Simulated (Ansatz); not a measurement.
A made-up structure of MgSnH$_{3}$ (charge +1), singlet:

Mg1  (-0.395, 0.835, -0.573)
Sn2  (0.665, -1.411, 0.970)
H3  (1.284, -2.717, 1.865)
H4  (-1.837, 0.873, -1.510)
H5  (0.292, 2.403, -0.740)
(Å)

It is relaxed with PBE-D4/def2-SVP and then PBE0-D4/def2-TZVP (Ansatz 0.2.0). Atoms count as bonded within 1.22 times the sum of their covalent radii (H–H: 0.88 Å). The end point is not checked to be a true minimum.

(1) Does its bonding change? (A judgement: the text doesn't fix the answer.)

Answers

(1) The calculation gives: Yes. Formed: Mg1–H3, Sn2–H4, Sn2–H5; broken: none.

Where it ends: The first stage lowers the energy by 3.48 eV in 23 steps. It ends as MgSnH₃ ([H]1[Mg]23[H][Sn]12[H]3), total charge +1:
```
atom    x (Å)    y (Å)    z (Å)
 Mg1   0.2106   0.3707  -1.2306
 Sn2  -0.2102  -0.3824   1.2518
  H3   0.8596  -1.0847  -0.1865
  H4  -1.3575  -0.1359  -0.2745
  H5   0.5054   1.2156   0.4512
```

Labels in which every atom is bracketed show which atoms are joined, not bond orders.

For scale, one of the runs: PBE0-D4/def2-TZVP relaxation, 100 basis functions, launched by `ansatz run in.yaml --threads 2 --pin off --events-out ev --progress --plain --max-ram 4352MiB`. Hardware: 2 CPU threads of an Intel Xeon Platinum 8488C, shared host. Wall time about 7 s.
